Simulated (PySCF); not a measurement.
Species: (AgH)3 ring, Ag₃H₃ (singlet state).
Structure used (PBE0-D3(BJ)/def2-SVP), in Å, numbered top down from 1:
```
atom  x, y, z in Å
Ag1    1.3833   -0.6447    0.3813
H2     1.6563    1.1703    0.1598
Ag3   -0.1014    1.5467   -0.2579
H4    -1.7893    0.8335   -0.4911
Ag5   -1.2815   -0.9028   -0.1230
H6     0.1327   -2.0030    0.3308
```

Theory: PBE0-D3(BJ)/def2-SVP geometry optimisation, gas phase, def2 core potentials past Kr (PySCF 2.14.0).

Which atoms are bound to Ag1, and at what distances?

2 atoms: H6 1.847 Å, H2 1.849 Å. The nearest atom not counted as bound is Ag3, at 2.72 Å (others tie with it).

What is the shape at Ag1?

Bent: angle 145.0°. Differences among atoms that D3h makes equivalent are scatter left by the optimiser.

Give some angles away from the centre.

Ag1–H2–Ag3 95.0°.

What are the rotational constants (commonest isotopes, rigid rotor)?

A = 1256, B = 1254, C = 627.6 MHz: an oblate symmetric top.

Point group: D3h (tolerance 0.08 Å). Charge 0, singlet. PBE0-D3(BJ)/def2-SVP frequencies: not computed here.

Time: 46 s. Hardware: one thread, Arm Neoverse V2 (shared host). That covers the optimisation of the geometry.
